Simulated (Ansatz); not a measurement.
V2S4. Charge 0, multiplicity 1. Geometry PBE0-D4/def2-SVP.

```xyz
6

V     0.702    0.908    0.388
V     0.082   -0.107   -0.941
S     0.758   -1.456    0.928
S    -1.708    0.645    0.473
S     1.547    1.464   -1.617
S    -1.381   -1.454    0.769
```

The restricted singlet is unstable towards broken spin symmetry in Hartree–Fock (as tested in another run); at HF/STO-3G, PBE-D4/def2-SVP, PBE-D4/def2-TZVP, r2SCANh-D4/def2-TZVP and others this wasn't settled. No other spin state of charge 0 was run. The structure comes from a short search, and lower isomers may exist.

Problem. Estimate the orbital energies around the gap (eV) in Ansatz with HF/STO-3G, PBE-D4/def2-SVP, PBE-D4/def2-TZVP, r2SCANh-D4/def2-TZVP, PBE0-D4/def2-TZVP.

Solution. 
```csv
orbital,HF/STO-3G,PBE-D4/def2-SVP,PBE-D4/def2-TZVP,r2SCANh-D4/def2-TZVP,PBE0-D4/def2-TZVP
HOMO−13,-19.77,-15.51,-15.61,-16.93,-17.60
HOMO−12,-11.92,-10.55,-10.54,-11.39,-11.81
HOMO−11,-11.23,-10.18,-10.25,-11.14,-11.68
HOMO−10,-11.11,-9.30,-9.38,-10.29,-10.83
HOMO−9,-9.24,-8.23,-8.35,-9.11,-9.63
HOMO−8,-9.00,-8.19,-8.28,-8.99,-9.46
HOMO−7,-7.97,-7.54,-7.74,-8.41,-8.91
HOMO−6,-7.76,-7.21,-7.33,-8.05,-8.51
HOMO−5,-6.79,-6.67,-6.89,-7.57,-8.07
HOMO−4,-6.30,-6.37,-6.55,-7.22,-7.65
HOMO−3,-6.23,-5.98,-6.12,-6.74,-7.22
HOMO−2,-4.94,-4.96,-5.17,-5.88,-6.56
HOMO−1,-4.02,-4.76,-5.02,-5.66,-6.22
HOMO,-3.92,-4.76,-5.00,-5.58,-6.10
LUMO,6.20,-3.21,-3.42,-3.00,-2.53
LUMO+1,6.81,-3.10,-3.32,-2.85,-2.36
LUMO+2,6.82,-2.98,-3.23,-2.74,-2.27
LUMO+3,7.14,-2.40,-2.69,-2.08,-1.50
LUMO+4,8.50,-2.13,-2.38,-1.90,-1.46
LUMO+5,8.76,-2.10,-2.37,-1.77,-1.23
```
